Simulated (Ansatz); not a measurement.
Geometry optimisation, RKS B3LYP/def2-SVP in Ansatz 0.2.0.

The input (input.yaml):

```yaml
crystal:
  periodic: [false, false, false]
  atoms:
    - { symbol: C, position_ang: [-0.82674, 0.85646, -1.05464] }
    - { symbol: C, position_ang: [-0.09986, 0.00126, -0.08709] }
    - { symbol: C, position_ang: [1.1474, -0.45265, 0.0989] }
    - { symbol: Si, position_ang: [0.01187, -1.07352, 1.43289] }
    - { symbol: H, position_ang: [-0.77037, 0.4205, -2.05271] }
    - { symbol: H, position_ang: [-1.87973, 0.92052, -0.77791] }
    - { symbol: H, position_ang: [-0.41267, 1.86263, -1.08901] }
    - { symbol: H, position_ang: [2.09464, -0.35643, -0.40209] }
    - { symbol: H, position_ang: [-0.48615, -2.44171, 1.411] }
    - { symbol: H, position_ang: [0.02948, -0.47765, 2.76164] }
basis:
  gaussian: { orbitals: def2-SVP }
hamiltonian:
  xc: b3lyp
relax:
  f_tol: 0.015
  max_steps: 40
```

Launched with:

```bash
$ ansatz run input.yaml --threads 1 --pin off --max-ram 2048MiB --backend cpu --events-out ev --progress --plain --runs-dir out
```

Task: Where does it end, and by what steps?

Result: The forces met the threshold. The force dipped under the threshold on the way, but the program's further checks kept it going. After 19 steps the energy has fallen by 0.107 eV; H7 moved furthest, 0.83 Å.

```
step  energy less start (eV)  largest force component (eV/Å)  accepted
   0                  0.0000                           1.424       yes
   1                 -0.0538                           0.668       yes
   2                 -0.0637                           0.084       yes
   3                 -0.0639                           0.032       yes
   4                 -0.0639                           0.008       yes
   5                 -0.0640                           0.009       yes
   6                 -0.0640                           0.003       yes
   7                 -0.0642                           0.022       yes
   8                 -0.0645                           0.041       yes
   9                 -0.0653                           0.071       yes
  10                 -0.0670                           0.106       yes
  11                 -0.0697                           0.100       yes
  12                 -0.0728                           0.434       yes
  13                 -0.0844                           0.118       yes
  14                 -0.0985                           0.048       yes
  15                 -0.0842                           0.501        no
  16                 -0.1032                           0.037       yes
  17                 -0.1045                           0.151       yes
  18                 -0.1063                           0.074       yes
  19                 -0.1073                           0.012       yes
```

```xyz
10
Properties=species:S:1:pos:R:3
C -0.829 0.829 -1.079
C -0.094 0.009 -0.076
C 1.174 -0.273 0.248
Si 0.011 -1.145 1.348
H -1.451 0.184 -1.722
H -1.518 1.530 -0.581
H -0.144 1.407 -1.723
H 2.163 0.013 -0.124
H -0.267 -2.601 1.204
H -0.237 -0.694 2.746
```

Run time: 36 s on 1 CPU thread of a shared host.
